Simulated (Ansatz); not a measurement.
`[InH2][CH]1BO1` + HBr → `[Br][InH2]` + `B1CO1` at 500 K and 1 bar (ligand exchange at the In–C bond).

Isolated molecules relaxed with PBE0-D4/def2-TZVP in Ansatz; ΔE leaves out vibrations. CCSD(T)/CBS adds triple-zeta CCSD(T) − MP2 to the extrapolated MP2 energy (def2 sets, frozen cores). Elements past krypton have def2 core potentials. For Br, In outer-core shells are correlated without core-valence functions, which leaves a few kJ/mol of doubt a bond. Scalar relativity is left out up to krypton.

```json
{"species": "`[InH2][CH]1BO1`", "CCSD(T)/CBS energy (Eh)": "-330.18240", "H − E (kJ/mol)": "153.2", "S (J/(mol·K))": "383.1"}
{"species": "HBr", "CCSD(T)/CBS energy (Eh)": "-2573.91920", "H − E (kJ/mol)": "30.5", "S (J/(mol·K))": "213.7"}
{"species": "`[Br][InH2]`", "CCSD(T)/CBS energy (Eh)": "-2764.36342", "H − E (kJ/mol)": "58.2", "S (J/(mol·K))": "318.8"}
{"species": "`B1CO1`", "CCSD(T)/CBS energy (Eh)": "-139.80191", "H − E (kJ/mol)": "134.2", "S (J/(mol·K))": "278.3"}
```

H − E and S are ideal-gas, rigid-rotor, harmonic terms from PBE0-D4/def2-TZVP, for one conformer and one mirror image of each species. 1 Eh = 2625.50 kJ/mol, R = 8.31446 J/(mol·K).

Question: By hand: ΔE, ΔH, ΔS and ΔG.

Answer: ΔE = (-2764.36342) + (-139.80191) − (-330.18240) − (-2573.91920) = -0.06373 Eh = -167.3 kJ/mol. Δ(H − E) = 58.2 + 134.2 − 153.2 − 30.5 = 8.7, so ΔH = -158.6 kJ/mol. ΔS = 318.8 + 278.3 − 383.1 − 213.7 = 0.3 J/(mol·K). ΔG = -158.6 − 500 × (0.3)/1000 = -158.8 kJ/mol.

Question: By hand: the equilibrium constant, and the temperature at which ΔG would vanish if ΔH and ΔS stayed fixed.

Answer: log₁₀ K = −ΔG/(RT ln 10) = 16.6. ΔH and −TΔS have one sign here, so there is no such temperature. One of them is within its doubt of zero, so this could turn.

The number of gas molecules stays the same, so ΔS is small and ΔH decides. A doubt of 5 kJ/mol in ΔE shifts log₁₀ K by 0.5 here. Other conformers and mirror images would add mixing entropy, several J/(mol·K) or more a flexible species. These are equilibria of isolated gas molecules and say nothing of rates. Largest T1 diagnostic: 0.016 (customary marks: 0.02 for closed shells, 0.045 for open ones).
